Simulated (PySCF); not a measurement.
HfF₃ (doublet). Computed with PySCF, UPBE0, basis Hf def2-SVP with ECP60, F def2-SVP (scalar-relativistic core potentials, no spin–orbit coupling, density fitting).

Harmonic bands of its minimum:

```json
{"ω (cm⁻¹)": "85", "IR (km/mol, summed over degenerate members)": "12.0", "degeneracy": "1"}
{"ω (cm⁻¹)": "150", "IR (km/mol, summed over degenerate members)": "21.4", "degeneracy": "2"}
{"ω (cm⁻¹)": "669", "IR (km/mol, summed over degenerate members)": "0.0", "degeneracy": "1"}
{"ω (cm⁻¹)": "673", "IR (km/mol, summed over degenerate members)": "278", "degeneracy": "2"}
```

Task: The central atom is Hf. Infer the point group and assign the bands.

Result: D3h. The modes span a2'' + 2e' + a1': 85 a2'', 150 e', 669 a1', 673 e'. The computed geometry has Hf–F 1.908 Å (×3); F–Hf–F 120.0° (×3).

Other isomers or separated fragments may lie lower. With open d or f shells other occupations or spin states may lie lower. Spin–orbit coupling, left out here, can matter for elements this heavy.
